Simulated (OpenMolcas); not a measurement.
What dynamic correlation does to the levels of Co5+

```json
{
  "Program": "OpenMolcas 26.06",
  "Basis": "ANO-RCC-VDZP [5s4p2d1f]",
  "Scalar Hamiltonian": "DKH2, point nucleus",
  "Active space": "4 electrons in 5 orbitals (3d)",
  "State averaging": "2S+1 = 5 even, 5 roots; 2S+1 = 3 even, 45 roots; 2S+1 = 1 even, 50 roots",
  "Spin-orbit coupling": "RASSI with atomic mean-field integrals over the reference wave functions, term energies averaged over their components"
}
```

Methods on the same reference wave functions:
A. CASSCF
B. SS-CASPT2, IPEA 0.25 Eh, imaginary shift 0.1 Eh (closed shells correlated: 3s 3p)
C. MS-CASPT2, IPEA 0.25 Eh, imaginary shift 0.1 Eh (closed shells correlated: 3s 3p)

Energies in cm-1 above 3d4 5D0, the measured ground level; measured values from Sugar and Corliss, J. Phys. Chem. Ref. Data 10, 1097 (1981).

```csv
Level,A,B,C,Measured
3d4 5D0,0.0,0.0,0.0,0.0
3d4 5D1,213,216,217,204
3d4 5D2,623,630,631,589
3d4 5D3,1205,1215,1216,1125
3d4 5D4,1936,1943,1944,1782
3d4 3H4,30225,30070,30070,28377
3d4 3H5,30681,30560,30560,28806
3d4 3H6,31171,31090,31090,29234
3d4 3P0(1),31993,28310,28290,27166
3d4 3P1(1),33249,29610,29590,28462
3d4 3F2(1),34885,32090,32080,30555
3d4 3F3(1),34957,32200,32200,30635
3d4 3F4(1),35168,32430,32430,30817
3d4 3P2(1),35393,31750,31740,30506
3d4 3G3,38221,35970,35970,34026
3d4 3G4,38738,36490,36500,34475
3d4 3G5,39116,36930,36930,34855
3d4 1I6,45674,45580,45580,42800
3d4 1G4(1),48309,44260,44260,41926
3d4 3D3,49203,44010,44010,41676
3d4 3D2,49362,44180,44180,41856
3d4 3D1,49578,44380,44380,42098
3d4 1S0(1),55930,47310,47310,45372
3d4 1D2(1),59674,56090,56090,52740
```

Deviations, from unrounded energies. A percentage is the sum of absolute deviations over the sum of measured energies, with the sign that they share, or ± where signs differ.

| Against measurement | Levels | A | B | C |
| --- | --- | --- | --- | --- |
| mean absolute deviation (cm-1) | 23 | 4100 | 1600 | 1600 |
| fine structure of the ground term (%) | 4 | +7.5 | +8.2 | +8.3 |
| other terms of the ground configuration (%) | 19 | +14.1 | +5.5 | +5.5 |

B, C lie about equally close to measurement and A furthest from it. The largest miss of C in the table is 3d4 1D2(1), by +3400 cm-1. The ranking rests on the paired levels alone, and a cruder setting can come out closer through cancelling errors.

Between B and C the level of the table that moves most is 3d4 3P0(1), by 26 cm-1 (lowest in C, highest in B). Moves below CASPT2's spread within the term are not significant.

The two smallest mean deviations differ by little beside CASPT2's spread within terms, so their order carries little weight.

From A to B the spin-free energies of the other terms of 3d4 shown, above 5D, scale by factors of 0.84 to 1.00.

The lowest spin-free term lies below A's lowest term by 0.223 hartree in B, 0.223 hartree in C.

CASPT2 breaks the degeneracy within a term, and the mean is taken; among the terms shown or strongly mixed into the levels shown the widest spread is 760 cm-1 (3d4 1I, C). The basis is small and was not contracted for so high a charge. The CASPT2 spread within a term exceeds the gap to the next term for 3d4 1G(1) and 3d4 3D, so the order of their levels is uncertain (figures for B; the like holds for C). Without dynamic correlation excited terms often stand tens of per cent too high (terms of higher spin than the ground term too low), and those without a measured partner can miss by more than the paired ones (holds for A). Computed and measured levels are paired by configuration, term and J; levels that our copy of the source lacks, or whose pairing is in doubt (as where it misses far off the trend of its configuration), stay unpaired and out of the deviations. Levels of configurations outside the active space are missing. Levels that lie high or do not pair safely by name in every column are left out.

A number in round brackets counts repeated terms of one configuration in the order of the reference energies.
